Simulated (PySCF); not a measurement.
BrZn, neutral, multiplicity 2. Atoms are numbered in the order given.

```xyz
2

Zn     0.0000     0.0000    -1.2429
Br     0.0000     0.0000     1.0653
```
Charge 0, spin multiplicity 2.

Geometry: PBE0-D3(BJ)/def2-TZVP. The multiplicity is an assumed one; other spin states were not compared.

Method: PBE0-D3(BJ)/def2-TZVP (PySCF).

Frequencies are harmonic and unscaled.

Computed normal modes with their intensities:
| mode | ν (cm⁻¹) | IR (km/mol) | moving atoms (share of kinetic energy) |
|---|---|---|---|
| 1 | 270 | 25.1 | Zn 55 %, Br 45 % |
